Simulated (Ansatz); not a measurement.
## Nudged elastic band run: BrCl₄F₂HMo

Input:

```yaml
crystal:
  periodic: [false, false, false]
  atoms:
    - { symbol: Mo, position_ang: [0.146832, -0.208433, -0.133414] }
    - { symbol: Cl, position_ang: [0.06492, -0.127837, 2.191826] }
    - { symbol: F, position_ang: [2.009257, -0.172165, -0.045765] }
    - { symbol: Cl, position_ang: [0.145172, 2.09376, -0.23022] }
    - { symbol: Cl, position_ang: [-2.141609, -0.266149, -0.271253] }
    - { symbol: Cl, position_ang: [0.266291, -2.514396, -0.086802] }
    - { symbol: F, position_ang: [0.277619, -0.25858, -1.988768] }
    - { symbol: Br, position_ang: [-2.687705, 2.580143, 2.02694] }
    - { symbol: H, position_ang: [-1.733177, 1.608357, 2.503857] }
basis:
  gaussian: { orbitals: def2-SVP }
hamiltonian:
  xc: pbe
neb:
  order_check: false
  images: 9
  f_tol: 0.03
  max_iterations: 52
  final_atoms:
    - { symbol: Mo, position_ang: [-0.608521, 0.33075867, -0.39593739] }
    - { symbol: Cl, position_ang: [0.13102362, -0.04550946, 3.82640847] }
    - { symbol: F, position_ang: [0.81845255, 0.70276105, 0.7912489] }
    - { symbol: Cl, position_ang: [-0.24155395, 2.39433467, -1.36989291] }
    - { symbol: Cl, position_ang: [-2.26490304, -0.15474178, -1.90419489] }
    - { symbol: Cl, position_ang: [-0.77288114, -1.75840432, 0.56992601] }
    - { symbol: F, position_ang: [0.67817205, -0.37389559, -1.55225611] }
    - { symbol: Br, position_ang: [-2.15773968, 1.28337883, 1.23937907] }
    - { symbol: H, position_ang: [0.76555059, 0.35601793, 2.76171983] }
  initial_path:
    images:
      - { positions_ang: [[0.146832, -0.208433, -0.133414], [0.06492, -0.127837, 2.191826], [2.009257, -0.172165, -0.045765], [0.145172, 2.09376, -0.23022], [-2.141609, -0.266149, -0.271253], [0.266291, -2.514396, -0.086802], [0.277619, -0.25858, -1.988768], [-2.687705, 2.580143, 2.02694], [-1.733177, 1.608357, 2.503857]] }
      - { positions_ang: [[0.11803202, -0.16718781, -0.1058984], [0.049937, -0.09887008, 2.28627355], [1.96196693, -0.13733074, -0.03407818], [0.11562033, 2.13655324, -0.186684], [-2.17471414, -0.21446036, -0.21838958], [0.21468291, -2.47394486, -0.06526801], [0.22436869, -0.20986121, -1.94416826], [-2.54906013, 2.41350621, 1.79387924], [-1.61323362, 1.4862956, 2.44073464]] }
      - { positions_ang: [[0.08923204, -0.12594261, -0.07838281], [0.034954, -0.06990316, 2.38072109], [1.91467686, -0.10249647, -0.02239136], [0.08606867, 2.17934649, -0.143148], [-2.20781927, -0.16277173, -0.16552616], [0.16307482, -2.43349371, -0.04373401], [0.17111838, -0.16114242, -1.89956852], [-2.41041526, 2.24686942, 1.56081849], [-1.49329024, 1.36423419, 2.37761228]] }
      - { positions_ang: [[0.06043206, -0.08469742, -0.05086721], [0.019971, -0.04093624, 2.47516864], [1.8673868, -0.06766221, -0.01070454], [0.056517, 2.22213973, -0.099612], [-2.24092441, -0.11108309, -0.11266274], [0.11146673, -2.39304257, -0.02220002], [0.11786806, -0.11242363, -1.85496878], [-2.27177039, 2.08023263, 1.32775773], [-1.37334686, 1.24217279, 2.31448993]] }
      - { positions_ang: [[0.03163209, -0.04345222, -0.02335161], [0.004988, -0.01196932, 2.56961618], [1.82009673, -0.03282794, 0.00098227], [0.02696534, 2.26493298, -0.056076], [-2.27402954, -0.05939445, -0.05979932], [0.05985864, -2.35259142, -0.00066603], [0.06461775, -0.06370484, -1.81036904], [-2.13312552, 1.91359584, 1.09469697], [-1.25340348, 1.12011138, 2.25136757]] }
      - { positions_ang: [[0.00283211, -0.00220703, 0.00416399], [-0.009995, 0.0169976, 2.66406373], [1.77280666, 0.00200632, 0.01266909], [-0.00258633, 2.30772622, -0.01254], [-2.30713468, -0.00770581, -0.0069359], [0.00825055, -2.31214028, 0.02086797], [0.01136744, -0.01498605, -1.7657693], [-1.99448065, 1.74695905, 0.86163622], [-1.1334601, 0.99804998, 2.18824521]] }
      - { positions_ang: [[-0.11943851, 0.06438611, -0.07585629], [0.01820873, 0.00449619, 2.89653268], [1.58193584, 0.14215727, 0.16838506], [-0.05037985, 2.32504791, -0.28401058], [-2.29868835, -0.03711301, -0.3863877], [-0.14797579, -2.20139309, 0.13067958], [0.14472836, -0.08676796, -1.72306666], [-2.02713245, 1.65424301, 0.93718479], [-0.75365796, 0.86964357, 2.30294014]] }
      - { positions_ang: [[-0.24170914, 0.13097925, -0.15587656], [0.04641245, -0.00800522, 3.12900163], [1.39106502, 0.28230821, 0.32410102], [-0.09817338, 2.3423696, -0.55548116], [-2.29024202, -0.0665202, -0.7658395], [-0.30420213, -2.09064589, 0.24049119], [0.27808928, -0.15854987, -1.68036402], [-2.05978426, 1.56152696, 1.01273336], [-0.37385582, 0.74123716, 2.41763506]] }
      - { positions_ang: [[-0.36397976, 0.19757239, -0.23589684], [0.07461617, -0.02050663, 3.36147058], [1.20019419, 0.42245916, 0.47981698], [-0.1459669, 2.35969129, -0.82695174], [-2.2817957, -0.0959274, -1.1452913], [-0.46042847, -1.9798987, 0.35030279], [0.4114502, -0.23033178, -1.63766138], [-2.09243607, 1.46881092, 1.08828193], [0.00594632, 0.61283075, 2.53232998]] }
      - { positions_ang: [[-0.48625038, 0.26416553, -0.31591711], [0.1028199, -0.03300805, 3.59393952], [1.00932337, 0.5626101, 0.63553294], [-0.19376043, 2.37701298, -1.09842233], [-2.27334937, -0.12533459, -1.52474309], [-0.6166548, -1.86915151, 0.4601144], [0.54481112, -0.30211369, -1.59495875], [-2.12508787, 1.37609487, 1.1638305], [0.38574846, 0.48442434, 2.64702491]] }
      - { positions_ang: [[-0.608521, 0.33075867, -0.39593739], [0.13102362, -0.04550946, 3.82640847], [0.81845255, 0.70276105, 0.7912489], [-0.24155395, 2.39433467, -1.36989291], [-2.26490304, -0.15474178, -1.90419489], [-0.77288114, -1.75840432, 0.56992601], [0.67817205, -0.37389559, -1.55225611], [-2.15773968, 1.28337883, 1.23937907], [0.76555059, 0.35601793, 2.76171983]] }
```

Command:

```bash
$ ansatz run input.yaml --threads 4 --pin off --max-ram 5120MiB --backend cpu --events-out ev --progress --plain --runs-dir out
```

Output, in part (warnings, iteration lines, the closing report on the highest movable image, with atoms numbered from 0):

```
NEB end point (image 0): max|allowed force component| = 2.314e-2 eV/Å (the criterion of neb.relax_end_points is 1.000e-2)
NEB end point (image 10): max|allowed force component| = 3.005e-2 eV/Å (the criterion of neb.relax_end_points is 1.000e-2)
NEB iter   1: max|band force component| = 1.276e1 eV/Å  barrier→ = 8.4395 eV  barrier← = 8.4288 eV  Δτ_max = 0.2000 Å  (2036 SCF iters)
NEB iter   2: max|band force component| = 4.879e0 eV/Å  barrier→ = 5.2966 eV  barrier← = 5.2859 eV  Δτ_max = 0.1998 Å  (431 SCF iters)
NEB iter   3: max|band force component| = 3.337e0 eV/Å  barrier→ = 3.6255 eV  barrier← = 3.6148 eV  Δτ_max = 0.1995 Å  (435 SCF iters)
NEB iter   4: max|band force component| = 2.001e0 eV/Å  barrier→ = 2.6407 eV  barrier← = 2.6300 eV  Δτ_max = 0.1988 Å  (413 SCF iters)
NEB iter   5: max|band force component| = 1.341e0 eV/Å  barrier→ = 1.7995 eV  barrier← = 1.7888 eV  Δτ_max = 0.2000 Å  (424 SCF iters)
NEB iter   6: max|band force component| = 1.513e0 eV/Å  barrier→ = 1.7027 eV  barrier← = 1.6920 eV  Δτ_max = 0.1014 Å  (419 SCF iters)
NEB iter   7: max|band force component| = 2.008e0 eV/Å  barrier→ = 1.7003 eV  barrier← = 1.6895 eV  Δτ_max = 0.0506 Å  (389 SCF iters)
NEB iter   8: max|band force component| = 1.239e0 eV/Å  barrier→ = 1.5506 eV  barrier← = 1.5399 eV  Δτ_max = 0.0502 Å  (344 SCF iters)
NEB iter   9: max|band force component| = 6.455e-1 eV/Å  barrier→ = 1.4741 eV  barrier← = 1.4634 eV  Δτ_max = 0.0499 Å  (353 SCF iters)
NEB iter  10: max|band force component| = 4.298e-1 eV/Å  barrier→ = 1.4090 eV  barrier← = 1.3983 eV  CI = image 4  Δτ_max = 0.0503 Å  (347 SCF iters)
NEB iter  11: max|band force component| = 3.931e-1 eV/Å  barrier→ = 1.3727 eV  barrier← = 1.3620 eV  CI = image 4  Δτ_max = 0.0505 Å  (344 SCF iters)
NEB iter  12: max|band force component| = 4.031e-1 eV/Å  barrier→ = 1.3294 eV  barrier← = 1.3186 eV  CI = image 4  Δτ_max = 0.0503 Å  (339 SCF iters)
NEB iter  13: max|band force component| = 3.748e-1 eV/Å  barrier→ = 1.2925 eV  barrier← = 1.2818 eV  CI = image 4  Δτ_max = 0.1016 Å  (335 SCF iters)
NEB iter  14: max|band force component| = 6.272e-1 eV/Å  barrier→ = 1.2089 eV  barrier← = 1.1982 eV  CI = image 4  Δτ_max = 0.0503 Å  (349 SCF iters)
NEB iter  15: max|band force component| = 3.112e-1 eV/Å  barrier→ = 1.1698 eV  barrier← = 1.1591 eV  CI = image 4  Δτ_max = 0.1013 Å  (317 SCF iters)
NEB iter  16: max|band force component| = 2.786e-1 eV/Å  barrier→ = 1.0890 eV  barrier← = 1.0783 eV  CI = image 4  Δτ_max = 0.1010 Å  (350 SCF iters)
NEB iter  17: max|band force component| = 2.574e-1 eV/Å  barrier→ = 1.0145 eV  barrier← = 1.0038 eV  CI = image 4  Δτ_max = 0.1008 Å  (335 SCF iters)
NEB iter  18: max|band force component| = 2.078e-1 eV/Å  barrier→ = 0.9498 eV  barrier← = 0.9391 eV  CI = image 4  Δτ_max = 0.1004 Å  (339 SCF iters)
NEB iter  19: max|band force component| = 1.962e-1 eV/Å  barrier→ = 0.9051 eV  barrier← = 0.8944 eV  CI = image 4  Δτ_max = 0.1004 Å  (337 SCF iters)
NEB iter  20: max|band force component| = 2.540e-1 eV/Å  barrier→ = 0.8804 eV  barrier← = 0.8697 eV  CI = image 4  Δτ_max = 0.0503 Å  (322 SCF iters)
NEB iter  21: max|band force component| = 1.910e-1 eV/Å  barrier→ = 0.8799 eV  barrier← = 0.8692 eV  CI = image 4  Δτ_max = 0.0499 Å  (324 SCF iters)
NEB iter  22: max|band force component| = 1.412e-1 eV/Å  barrier→ = 0.8955 eV  barrier← = 0.8848 eV  CI = image 4  Δτ_max = 0.0503 Å  (325 SCF iters)
NEB iter  23: max|band force component| = 2.665e-1 eV/Å  barrier→ = 0.9160 eV  barrier← = 0.9053 eV  CI = image 4  Δτ_max = 0.0502 Å  (319 SCF iters)
NEB iter  24: max|band force component| = 3.915e-1 eV/Å  barrier→ = 0.9371 eV  barrier← = 0.9264 eV  CI = image 4  Δτ_max = 0.0498 Å  (319 SCF iters)
NEB iter  25: max|band force component| = 3.478e-1 eV/Å  barrier→ = 0.9414 eV  barrier← = 0.9306 eV  CI = image 4  Δτ_max = 0.0498 Å  (318 SCF iters)
NEB iter  26: max|band force component| = 2.159e-1 eV/Å  barrier→ = 0.9388 eV  barrier← = 0.9280 eV  CI = image 4  Δτ_max = 0.0365 Å  (321 SCF iters)
NEB iter  27: max|band force component| = 7.798e-2 eV/Å  barrier→ = 0.9339 eV  barrier← = 0.9232 eV  CI = image 4  Δτ_max = 0.0437 Å  (319 SCF iters)
NEB iter  28: max|band force component| = 6.935e-2 eV/Å  barrier→ = 0.9322 eV  barrier← = 0.9215 eV  CI = image 4  Δτ_max = 0.0219 Å  (309 SCF iters)
NEB iter  29: max|band force component| = 7.962e-2 eV/Å  barrier→ = 0.9303 eV  barrier← = 0.9196 eV  CI = image 4  Δτ_max = 0.0110 Å  (306 SCF iters)
NEB iter  30: max|band force component| = 8.303e-2 eV/Å  barrier→ = 0.9292 eV  barrier← = 0.9185 eV  CI = image 4  Δτ_max = 0.0055 Å  (317 SCF iters)
NEB iter  31: max|band force component| = 5.351e-2 eV/Å  barrier→ = 0.9288 eV  barrier← = 0.9181 eV  CI = image 4  Δτ_max = 0.0055 Å  (293 SCF iters)
NEB iter  32: max|band force component| = 4.981e-2 eV/Å  barrier→ = 0.9283 eV  barrier← = 0.9176 eV  CI = image 4  Δτ_max = 0.0110 Å  (303 SCF iters)
NEB iter  33: max|band force component| = 4.393e-2 eV/Å  barrier→ = 0.9274 eV  barrier← = 0.9167 eV  CI = image 4  Δτ_max = 0.0220 Å  (305 SCF iters)
NEB iter  34: max|band force component| = 3.450e-2 eV/Å  barrier→ = 0.9258 eV  barrier← = 0.9151 eV  CI = image 4  Δτ_max = 0.0220 Å  (307 SCF iters)
NEB iter  35: max|band force component| = 3.480e-2 eV/Å  barrier→ = 0.9247 eV  barrier← = 0.9140 eV  CI = image 4  Δτ_max = 0.0220 Å  (315 SCF iters)
NEB iter  36: max|band force component| = 3.268e-2 eV/Å  barrier→ = 0.9243 eV  barrier← = 0.9136 eV  CI = image 4  Δτ_max = 0.0221 Å  (313 SCF iters)
NEB iter  37: max|band force component| = 2.756e-2 eV/Å  barrier→ = 0.9243 eV  barrier← = 0.9136 eV  CI = image 4  Δτ_max = 0.0000 Å  (1591 SCF iters)
Total energy: -127384.55392134 eV, -4681.2960122575 hartree
Atom 0 at    -0.114807     0.109341    -0.118122 Å, force    -0.003410     0.010317     0.008345 eV/Å
Atom 1 at     0.724639     0.613700     2.252487 Å, force    -0.012405    -0.000465    -0.004132 eV/Å
Atom 2 at     1.599428    -0.605362    -0.025666 Å, force    -0.000371     0.002288     0.001575 eV/Å
Atom 3 at    -0.060143     2.389320    -0.184969 Å, force     0.006313     0.002478    -0.001423 eV/Å
Atom 4 at    -2.116149    -0.068909    -1.290733 Å, force     0.002674    -0.005767    -0.000532 eV/Å
Atom 5 at    -0.746529    -1.868410     0.872504 Å, force    -0.001577    -0.003167    -0.001906 eV/Å
Atom 6 at     0.486339     0.177162    -1.882694 Å, force    -0.000696    -0.002440    -0.003577 eV/Å
Atom 7 at    -2.413449     1.002218     1.845373 Å, force     0.023489    -0.000738     0.015469 eV/Å
Atom 8 at    -1.011729     0.985640     2.498221 Å, force    -0.014018    -0.002506    -0.013820 eV/Å
Dipole moment:    -0.248803     0.111319     0.129778 e Å
```

The forces met the threshold. A vibrational analysis at the climbing image gives one clearly imaginary mode, 99i cm⁻¹: a first-order saddle point. The orbitals stay closed-shell, which can raise the energy where a bond breaks towards radicals; this wasn't checked here.

Final band (atoms are numbered from 1 in the order of the input):

| image | path coordinate (Å) | energy (eV) | Mo1–Cl2 (Å) | Br8–H9 (Å) | Mo1–Br8 (Å) |
| --- | --- | --- | --- | --- | --- |
| 0 | 0.00 | 0.00 | 2.33 | 1.44 | 4.53 |
| 1 | 1.06 | 0.01 | 2.33 | 1.44 | 4.77 |
| 2 | 2.12 | 0.14 | 2.35 | 1.45 | 4.50 |
| 3 | 3.18 | 0.62 | 2.39 | 1.45 | 4.08 |
| 4 | 4.23 | 0.92 | 2.56 | 1.55 | 3.15 |
| 5 | 5.19 | 0.81 | 3.18 | 2.10 | 2.70 |
| 6 | 6.15 | 0.49 | 3.93 | 2.35 | 2.53 |
| 7 | 7.11 | 0.14 | 4.41 | 2.47 | 2.48 |
| 8 | 8.07 | 0.10 | 4.70 | 2.78 | 2.47 |
| 9 | 9.03 | 0.01 | 4.54 | 3.20 | 2.44 |
| 10 | 9.99 | 0.01 | 4.30 | 3.42 | 2.45 |

Time of the run: 21 min on 4 threads of Arm Neoverse V2, on a shared host, peak memory 0.38 GiB.
